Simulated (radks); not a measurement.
The numbers below are computed, except where a source is named.
Species: Rh3+. Configuration: [Kr] 4d5 5s1 (not the ground configuration).

Code: a radial shooting solver on a logarithmic mesh with Libxc functionals. Model: Dirac Kohn-Sham, PBE, spin-unpolarised, spherical densities, finite nucleus; open shells are shared between the two j in proportion to 2j + 1; Fermi nuclear charge, rms radius 4.4945 fm.

Energy parts (Ry):
| part | energy |
|---|---|
| total | -9564.71093 |
| kinetic | 9971.87211 |
| electron-nucleus | -23028.43883 |
| Hartree | 3766.57080 |
| exchange-correlation | -274.71500 |

Orbitals (lengths in bohr, moments of r in powers of bohr; r(max) is where P^2 peaks; r(90%) holds 90 % of the orbital's charge):
| orbital | occ. | eigenvalue (Ry) | r(max) | r(90%) | <r^2> |
|---|---|---|---|---|---|
| 1s1/2 | 2 | -1695.467 | 0.02117 | 0.0585 | 0.001438 |
| 2s1/2 | 2 | -248.4635 | 0.1199 | 0.219 | 0.02368 |
| 2p1/2 | 2 | -230.2789 | 0.09294 | 0.197 | 0.01777 |
| 2p3/2 | 4 | -219.6506 | 0.09702 | 0.204 | 0.01911 |
| 3s1/2 | 2 | -46.97648 | 0.3516 | 0.576 | 0.1745 |
| 3p1/2 | 2 | -39.86063 | 0.3382 | 0.578 | 0.1707 |
| 3p3/2 | 4 | -38.03096 | 0.3479 | 0.593 | 0.1801 |
| 3d3/2 | 4 | -25.43872 | 0.2897 | 0.585 | 0.1621 |
| 3d5/2 | 6 | -25.07769 | 0.2925 | 0.590 | 0.1650 |
| 4s1/2 | 2 | -9.08069 | 0.8780 | 1.40 | 1.059 |
| 4p1/2 | 2 | -6.88404 | 0.9210 | 1.52 | 1.225 |
| 4p3/2 | 4 | -6.58315 | 0.9446 | 1.56 | 1.291 |
| 4d3/2 | 2 | -3.22242 | 1.089 | 2.04 | 2.054 |
| 4d5/2 | 3 | -3.18398 | 1.098 | 2.05 | 2.090 |
| 5s1/2 | 1 | -2.31942 | 2.179 | 3.44 | 6.451 |

The highest occupied level is 5s1/2 at -31.557 eV. Summed over all electrons, <r^2> = 29.77 bohr^2, which gives a Langevin (diamagnetic) susceptibility term of -23.6 x 10^-6 cm^3/mol.
